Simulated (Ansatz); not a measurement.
Ideal-gas functions of FH2IO2Zr, SMILES `[OH][Zr]([OH])([F])[I]` at 800 K and 1 bar, from an Ansatz frequency run at PBE0-D4/def2-TZVP.

Molar mass 271.14 g/mol, point group Cs (symmetry number 1), electronic degeneracy 1, moments of inertia 177.722, 704.549, 705.035 u Å². Harmonic wavenumbers (cm⁻¹, unscaled): 102, 107, 139, 156, 173, 180, 237, 242, 266, 320, 662, 737, 744, 3995, 3998.

Use S(trans) = R[1.5 ln M + 2.5 ln T − 1.1517]; rotational temperatures θ = 24.2544 K / I; S(rot) = R[ln(√π/σ · √(T³/θAθBθC)) + 1.5]; for each mode x = 1.438777 ν̃/T, S = R[x/(eˣ − 1) − ln(1 − e⁻ˣ)] and H = RT x/(eˣ − 1); 1 cm⁻¹ = 0.0119627 kJ/mol; R = 8.31446 J/(mol·K).

Q: By hand: the entropy, in J/(mol·K).

A: Translation 199.2. Rotation: θ = 0.1365, 0.0344, 0.0344 K, giving 136.9. Vibration, mode by mode: 22.43, 22.03, 19.86, 18.91, 18.06, 17.73, 15.47, 15.30, 14.52, 13.02, 7.34, 6.55, 6.49, 0.05, 0.05, in all 197.8. Electronic 0.0. Sum 533.9 J/(mol·K).

Q: By hand: H − E and G − E in kJ/mol, counted from the electronic energy.

A: Zero-point energy ½ × 12058 × 0.0119627 = 72.1; thermal vibration 65.6; translation, rotation and pV give 4 RT = 26.6. H − E = 164.3 kJ/mol, and G − E = 164.3 − 800 × 533.9/1000 = -262.8 kJ/mol.

Vibration gives 37 % of the entropy, 64.3 J/(mol·K) of it from the modes under 150 cm⁻¹: soft modes count most, and the harmonic formula is weakest for them. The sum counts one conformer and one mirror image; others add a mixing term.
